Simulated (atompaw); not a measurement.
## Reading a pseudo-wave (Yb (Z = 70))

Columns: radius, all-electron u(r) and pseudo u(r) of the 5d shell (level -0.67 eV) of ytterbium in the configuration [Kr] 4d10 4f14 5s2 5p6 5d0 6s2 6p0; PBE, scalar-relativistic, PAW (atompaw) scheme, atompaw 4.2.0.5.

```tsv
r (bohr)	all-electron	pseudo
0.090	0.1005	0.0003
0.181	0.0732	0.0022
0.271	-0.0667	0.0072
0.362	-0.1625	0.0167
0.452	-0.1777	0.0314
0.542	-0.1356	0.0518
0.633	-0.0631	0.0783
0.723	0.0184	0.1099
0.813	0.0985	0.1461
0.904	0.1726	0.1860
0.994	0.2367	0.2275
1.085	0.2920	0.2698
1.175	0.3376	0.3106
1.265	0.3750	0.3488
1.356	0.4055	0.3837
1.446	0.4295	0.4136
1.537	0.4484	0.4385
1.627	0.4627	0.4579
1.717	0.4733	0.4722
1.808	0.4810	0.4820
1.898	0.4860	0.4878
1.988	0.4890	0.4907
2.079	0.4904	0.4914
2.169	0.4904	0.4908
2.260	0.4893	0.4894
2.350	0.4874	0.4874
```

(1) How many radial nodes do the two functions have?

(2) Is the pseudo-wave norm-conserving?

Results:

(1) The all-electron 5d function has n − l − 1 = 2; the pseudo-wave has 0, since the states of the same l below it are removed with the core.

(2) No, it belongs to a PAW set: the norm inside the radius is not constrained, and the difference is carried by the augmentation charge.
